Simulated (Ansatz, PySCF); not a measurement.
Dimer: H2O (SMILES O) (first 3 atoms) with HBr (SMILES Br); geometry from B3LYP-D3(BJ)/def2-TZVP, rigid monomers moved along the line of their centres of mass till O1···H5 is 3.37 Å.
(charge 0, multiplicity 1):
```xyz
5

O     -0.1819     0.3920     0.4709
H      0.7398     0.4738     0.2009
H     -0.5018     1.2918     0.6020
Br    -0.5858    -2.1960     4.5097
H     -0.5005    -1.4591     3.2662
```

Monomers are frozen at their geometry in the pair; levels with a basis set take the counterpoise correction. Rows marked so take none.

Correlated levels freeze the cores. Filled d and f shells under p-block atoms count as core. Rows in 6-31G* carry no dispersion term and start afresh at each structure (6-31G* with six Cartesian d functions); the Pople sets are all-electron and without relativity. MP2/6-31G* freezes PySCF's default core, which leaves 3d correlated.

Codes used: Ansatz (a quantum-chemistry and plane-wave program); PySCF for 6-31G* rows, the dispersion terms. 

```
level                            interaction energy (kcal/mol)
-------------------------------  -----------------------------
HF/6-31G* (no counterpoise)                              -1.67
HF/aug-cc-pVDZ                                           -1.35
PBE-D3(BJ)/def2-TZVPPD                                   -1.50
r2SCAN/def2-TZVPPD                                       -1.34
B3LYP/6-31G* (no counterpoise)                             [?]
B3LYP-D3(BJ)/def2-TZVPPD                                 -1.36
M06-2X/6-31G* (no counterpoise)                          -1.90
MP2/6-31G* (no counterpoise)                             -1.90
MP2/aug-cc-pVTZ                                            [?]
```

Complete the blanks.


- B3LYP/6-31G* (no counterpoise), interaction energy (kcal/mol): -1.72
- MP2/aug-cc-pVTZ, interaction energy (kcal/mol): -1.44
